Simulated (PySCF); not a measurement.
## Gas-phase XPS of `N#[C][Al-]([C]#N)([C]#N)[C]#N`, computed

C4AlN4 (charge -1).
Structure used (PBE0-D3(BJ)/def2-SVP), in Å, numbered top down from 1:
```
atom  x, y, z in Å
N1     0.1510   -2.1009   -2.3211
C2     0.1010   -1.3199   -1.4618
Al3    0.0033    0.0031   -0.0008
C4     1.6727   -0.0566    1.0518
N5     2.6545   -0.0911    1.6730
C6    -1.5326   -0.4269    1.1618
N7    -2.4382   -0.6872    1.8422
C8    -0.2297    1.8101   -0.7613
N9    -0.3659    2.8745   -1.2080
```

Method: delta-SCF UKS SCAN, pcX-2 on the ionised atom, pcseg-1 elsewhere, spin-free X2C (PySCF 2.14.0). Each binding energy is the total energy of the core-ionised species, with the hole localised on one atom, minus that of the ground state; both are solved self-consistently, so orbital relaxation is included.

**Question.** What binding energy does each computed site have?

**Answer.** 
| atom(s) | environment | level | binding energy (eV) | count |
| --- | --- | --- | --- | --- |
| Al3 | aluminium bonded to 4 C | Al 1s | 1564.35 | 1 |
| N1/N5/N7/N9 | cyano nitrogen | N 1s | 401.74 | 4 |
| C2/C4/C6/C8 | cyano carbon | C 1s | 288.09 | 4 |

**Question.** Give the binding energy of Al 1s of Al3 in hartree and in kJ/mol.

**Answer.** 1564.35 eV = 57.4888 Eh = 150937 kJ/mol.

**Question.** Which photon energy gives electrons from Al 1s of Al3 a kinetic energy of 200 eV, and what is their de Broglie wavelength?

**Answer.** hν = 1564.35 + 200 = 1764.35 eV, recoil neglected; λ = 12.264 Å/√(E/eV) = 0.87 Å.

Atoms equivalent by their bonding share one computed value, that of the first of them. The species carries charge -1, so core ionisation leaves a neutral species. The basis sets have no added diffuse functions. Isolated species at its PBE0-D3(BJ)/def2-SVP geometry, gas phase. The geometry's basis has no diffuse functions, a weakness for an anion.
